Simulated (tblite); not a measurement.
Species: C4H8N2O2Si.
Geometry (GFN2-xTB, Å), atoms numbered from 1 in this order:
```
atom  x, y, z in Å
C1    -1.8420   -0.3309    1.6682
N2    -2.0887   -0.3935    0.4417
C3    -1.5083    0.4651   -0.5034
C4    -0.5953   -0.2700   -1.4974
Si5    0.6499    1.1068   -1.0500
C6     2.3074    0.6899   -0.1853
N7     2.2282    0.1482    1.0494
O8     3.3709    0.8919   -0.7350
O9    -0.5764    1.4418    0.0158
H10   -1.1879    0.4113    2.1290
H11   -2.3210   -1.0491    2.3175
H12   -2.3184    0.9999   -1.0070
H13   -0.3760   -1.2792   -1.1603
H14   -0.9886   -0.3106   -2.5056
H15    0.8162    2.1355   -2.0681
H16    3.0762   -0.0572    1.5568
H17    1.3468    0.0619    1.5238
```

All values are computed: GFN2-xTB (tblite) harmonic vibrations without scaling, gas phase. This tight-binding method is rough: wavenumbers can miss measured ones by several per cent, in bad cases by 10 to 20. Modes of hydrogen on silicon can be 10 to 20 % off. One conformer, not necessarily the lowest.

Harmonic wavenumbers (cm⁻¹): 25.5, 48.1, 100.3, 124.5, 153.2, 258.2, 301.2, 337.8, 357.2, 406.7, 443.6, 510.9, 557.4, 600.5, 627.2, 646.0, 675.9, 714.4, 725.9, 766.1, 866.2, 906.6, 953.2, 980.3, 1034.2, 1082.1, 1102.8, 1146.8, 1158.2, 1210.3, 1269.1, 1281.2, 1409.0, 1446.6, 1452.5, 1720.9, 1749.7, 2328.1, 2929.1, 2931.9, 3021.9, 3051.6, 3070.9, 3425.5, 3518.6.

A = 2676, B = 932.3, C = 782.8 MHz; mass 144.036 u (most abundant isotopes); point group C1, symmetry number 1.

What is the zero-point energy?

½Σν̃ = 26714 cm⁻¹ = 319.57 kJ/mol.

Entropy at 200 K, 1 bar (ideal gas, RRHO, classical rotation)?

Translation 162.54, rotation 118.40, vibration 89.34: S = 370.3 J/(mol K).

And Cp and H(200 K) − H(0)?

Cp = 122.84 J/(mol K), of which vibrations give 89.58 (their classical limit is 45 R = 374.2); H(200 K) − H(0) = 15.74 kJ/mol without the zero-point energy, 9.09 from vibrations.

What must be added to the electronic energy to get the Gibbs energy at 200 K and 1 bar?

ZPE + [H(200 K) − H(0)] − T·S = 319.57 + 15.74 − 74.06 = 261.25 kJ/mol.

How do the functions run with temperature in this model?

| T (K) | S (J/(mol K)) | Cp (J/(mol K)) | H − H(0) (kJ/mol) | G − H(0) (kJ/mol) | ln q(vib) |
| --- | --- | --- | --- | --- | --- |
| 150 | 338.4 | 100.2 | 10.17 | -40.59 | 3.90 |
| 250 | 400.1 | 145.3 | 22.45 | -77.58 | 6.64 |
| 298.15 | 427.5 | 166.1 | 29.95 | -97.51 | 7.95 |
| 400 | 481.9 | 204.7 | 48.90 | -143.86 | 10.69 |
| 600 | 576.0 | 259.2 | 95.70 | -249.92 | 15.91 |
| 900 | 691.3 | 308.2 | 181.49 | -440.69 | 23.09 |

q(vib) and H(0) count from the zero-point level.

Hindered rotation and anharmonicity are outside this model. Other conformers, if any are populated, would add a mixing term that is left out. The structure is chiral; the term R ln 2 for an equal mix with its mirror image is left out.
